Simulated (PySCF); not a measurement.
NMR data simulated for an unnamed compound:

$^{1}$H NMR (400 MHz, computed): δ 6.31 (m, 1H), 5.67 (d, 1H), 3.32 (m, 2H), 2.56 (m, 2H), 1.08 (t, 3H).

$^{13}$C{$^{1}$H} NMR (computed): δ 158.3 (CH), 134.7 (C), 113.3 (CH), 92.9 (C), 89.7 (C), 30.5 (CH2), 29.8 (CH2), 16.0 (CH3).

- geometry from GFN2-xTB
- shielding tensors at PBE0/pcSseg-1 (GIAO)
- run in PySCF 2.14
- equivalent nuclei averaged, no solvent, a single conformation, no relativistic terms

Scale: $^{1}$H, $^{13}$C vs TMS (reference shieldings calculated alike).

Question: Which of these does the molecule contain: a three-membered ring, an OH group, a CF3 group, a C≡C triple bond, an ester, a CH3CH2 unit?

Answer: 
- A three-membered ring: no.
- An OH group: no.
- A CF3 group: yes (δC 134.7).
- A C≡C triple bond: yes (δC 89.7, 92.9).
- An ester: no.
- A CH3CH2 unit: yes (δC 16.0, 29.8; δH 1.08 (t), 2.56 (m)).

The data belong to SMILES CC/C=C\C#CCC(F)(F)F, C$_{8}$H$_{9}$F$_{3}$; they needn't prove each group on their own.

Carbon signals by region: 3 in the sp2 and nitrile region (100–160 ppm), 2 at 50–100 ppm, 3 below 50 ppm.

Splittings by $^{19}$F in the carbon and heteronuclear signals aren't shown, as no couplings were computed. Shifts are as computed. Against solution values, carbons near 30 ppm lie about +3 ppm off and those near 130 ppm about +5 ppm. Of 1211 compounds with measured shifts, 218 miss one by over three times the rms of a fit or turn the order of signals round; such compounds aren't used in these exercises. No couplings were computed; multiplicities are counted from neighbouring protons, with m where these are inequivalent, close in shift, in a saturated or five-membered ring or joined by F or P, and br s for small geminal =CH2 splittings.
